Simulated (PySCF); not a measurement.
Species: C5H7NO2.
Bonds: C1–C2 (double), C2–C3, C3–C4, C3–O5 (double), C2–C6, C6–N7, C6–O8 (double). Hydrogens: H9, H10 on C1; H11, H12, H13 on C4; H14, H15 on N7.

Computed geometry: GFN2-xTB, gas phase.

Q: Give the optimised bond lengths and angles.

A: 
| bond | length (pm) | order |
| --- | --- | --- |
| C1=C2 | 133.6 | double |
| C2–C3 | 148.7 | single |
| C3–C4 | 150.8 | single |
| C3=O5 | 121.5 | double |
| C2–C6 | 151.7 | single |
| C6–N7 | 134.2 | single |
| C6=O8 | 121.5 | double |
| C1–H9 | 107.5 | single |
| C1–H10 | 107.9 | single |
| C4–H11, C4–H12, C4–H13 | 108.7 | single |
| N7–H14 | 101.1 | single |
| N7–H15 | 100.6 | single |

Bonds in one row agree within 1 pm and their mean is given. Orders are formal, as drawn. A selection of angles:
| angle | degrees |
| --- | --- |
| C1–C2–C3 | 122.6 |
| C1–C2–C6 | 115.5 |
| C3–C2–C6 | 121.9 |
| C2–C3–C4 | 116.6 |
| C2–C3–O5 | 123.2 |
| C4–C3–O5 | 120.1 |
| C2–C6–N7 | 116.3 |
| C2–C6–O8 | 120.6 |
| N7–C6–O8 | 123.1 |
| H14–N7–C6 | 120.8 |
| H15–N7–C6 | 118.3 |

Dihedral angles: C1–C2–C3–C4 0° (synperiplanar); C1–C2–C6–N7 180° (antiperiplanar).

N7 (amide nitrogen) is planar (angles 120.9°, 120.8° and 118.3°, sum 360.0°, 0.00 Å off the plane of its three neighbours). H14 on N7 lies 1.86 Å from O5, 5 bonds away (angle at H 133°; Bondi radii sum to 2.72 Å). Of the pairs four or more bonds apart, those above aside, O8···H10 is among the closest relative to their van der Waals radii: 2.32 Å, 85 % of the sum of Bondi's values. The 8 heavy atoms lie in one plane (0.002 Å rms). The 4 C–C bonds span 1.336 Å (C1=C2, drawn double) to 1.517 Å (C2–C6, drawn single), a spread of 0.181 Å.

Point group: Cs (tolerance 0.08 Å). Stationary, but not proved a minimum. The numbers are those of one conformer (C1–C2–C3–C4 0°, C1–C2–C6–N7 180°, C2–C6–N7–H 0° and 180°).
